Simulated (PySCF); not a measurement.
**NMR data sheet: C6H6Si**

```
Formula                               : C6H6Si
SMILES                                : C#CC1=CC=C[SiH2]1
InChI                                 : InChI=1S/C6H6Si/c1-2-6-4-3-5-7-6/h1,3-5H,7H2
Point group of the computed structure : Cs
Degrees of unsaturation               : 5
Carbon signals                        : 6
Proton signals                        : 5
```

Atoms are numbered as in `[CH:1]#[C:2][C:3]1=[CH:4][CH:5]=[CH:6][SiH2:7]1` (H(Xn): hydrogen on atom n).

[PySCF 2.14.0 with density-fitted response routines: GFN2-xTB geometry; σ from GIAO-PBE0/pcSseg-1; single conformer; in vacuum; fast rotation and ring inversion assumed for equivalent nuclei; non-relativistic]

Shifts are taken against calculated references (same method and geometry level): ¹H (σref 31.72) and ¹³C (σref 186.93) and ²⁹Si (σref 349.16) against TMS.

```tsv
carbon	δC, type	δH (multiplicity)	HMBC from (2–3 bonds)	span of the C tensor (ppm)
C1	98.1, CH	3.47 (s)	–	130
C2	88.0, C	–	H(C4), H(Si7), H(C1)	304
C3	131.3, C	–	H(C4), H(C5), H(C6), H(Si7), H(C1)	205
C4	162.7, CH	7.48 (m)	H(C5), H(C6), H(Si7)	234
C5	157.3, CH	7.36 (m)	H(C4), H(C6), H(Si7)	229
C6	134.3, CH	6.10 (m)	H(C4), H(C5), H(Si7)	218
```

Other nuclei:
```tsv
atoms	nucleus	environment	δ (ppm)	σ (ppm)
H(Si7)	¹H	hydrogen on a silicon bonded to 2 C, in a 5-membered ring	4.65	27.07
Si7	²⁹Si	silicon bonded to 2 C, 2 H, in a 5-membered ring	-40.3	389.4
```

1. Carbon types of the structure: 2 × C, 4 × CH, leaving 2 H on heteroatoms.
2. δC 162.7, 157.3, 134.3: alkene CH; as expected for a trigonal carbon in a double bond.
3. δC 131.3: fully substituted alkene carbon; the olefinic region.
4. δC 98.1: terminal alkyne carbon; the triple bond shields along its axis, which puts it between sp3 and sp2 carbons.
5. δC 88.0: alkyne carbon; the triple bond shields along its axis, which puts it between sp3 and sp2 carbons.
6. δH 7.48, 7.36, 6.10: hydrogen on an alkene CH; attached to an sp2 carbon and in the plane of the double bond.

Shifts are as computed. Against solution values, carbons near 30 ppm lie about +3 ppm off and those near 130 ppm about +5 ppm. Of 1211 compounds with measured shifts, 218 miss one by over three times the rms of a fit or turn the order of signals round; such compounds aren't used in these exercises. Multiplicities follow the n + 1 count of equivalent neighbours, as no J values were calculated; m marks all less simple cases, F and P coupling included.
